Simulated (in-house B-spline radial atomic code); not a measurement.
The numbers below are computed, except where a source is named.
# Stopping of slow ions oscillates with Z: Mg to Fe at r_s = 1.5

A nucleus sits in a uniform electron gas with a rigid positive background. The Kohn-Sham equations are solved self-consistently in the spin-unpolarised LDA (PW92), non-relativistic, on B-splines with outgoing waves at the boundary and partial waves to l = 8. The model has no lattice, no bands and no magnetic solution. Atomic units; δ_l are the phase shifts at the Fermi level, counted so that each bound state adds π, and good to about 0.0005.

The density parameter is r_s = 1.5 bohr. The friction coefficient Q = n k_F σ_tr gives dE/dx = Q v for slow ions.

| ion | δ0/π | δ1/π | δ2/π | δ3/π | σ_tr (bohr²) | Q (a.u.) |
| --- | --- | --- | --- | --- | --- | --- |
| Mg | 1.828 | 1.063 | 0.143 | 0.026 | 7.53 | 0.6819 |
| Al | 1.926 | 1.154 | 0.166 | 0.027 | 7.56 | 0.6839 |
| Si | 2.022 | 1.245 | 0.190 | 0.029 | 9.22 | 0.8344 |
| P | 2.112 | 1.336 | 0.215 | 0.030 | 12.43 | 1.1247 |
| S | 2.196 | 1.424 | 0.243 | 0.031 | 16.74 | 1.5149 |
| Cl | 2.274 | 1.507 | 0.276 | 0.031 | 21.52 | 1.9477 |
| Ar | 2.345 | 1.584 | 0.315 | 0.032 | 26.25 | 2.3754 |
| K | 2.410 | 1.652 | 0.361 | 0.032 | 30.51 | 2.7616 |
| Ca | 2.468 | 1.712 | 0.414 | 0.031 | 33.89 | 3.0676 |
| Sc | 2.521 | 1.764 | 0.474 | 0.030 | 35.76 | 3.2363 |
| Ti | 2.569 | 1.809 | 0.539 | 0.029 | 35.47 | 3.2099 |
| V | 2.612 | 1.850 | 0.607 | 0.029 | 32.71 | 2.9603 |
| Cr | 2.654 | 1.886 | 0.676 | 0.029 | 27.80 | 2.5159 |
| Mn | 2.694 | 1.921 | 0.745 | 0.030 | 21.65 | 1.9598 |
| Fe | 2.735 | 1.957 | 0.813 | 0.031 | 15.49 | 1.4018 |

(1) Where are the largest and smallest frictions, and what do the phase shifts say there?

(2) At equal speed, Lindhard and Scharff's formula, with silicon as an example target, scales as Z^(7/6)/(Z^(2/3) + 14^(2/3))^(3/2). How does its rise from the first ion to the last compare?

Results:

(1) Largest: Sc, Q = 3.2363; smallest: Mg, Q = 0.6819, a ratio of 4.7. For the largest δ2/π = 0.47: the d resonance is about half filled and sits at the Fermi level, where it scatters most. For the smallest, which lies at the edge of the table, the differences δ_l − δ_(l+1), measured from the nearest multiple of π, are 0.24π, 0.08π, 0.12π; σ_tr grows with the sines of these.

(2) It rises smoothly by 0.8034/0.4943 = 1.63, while Q changes by 1.402/0.682 = 2.06. The statistical formula averages over shells, so it can't show the oscillation.
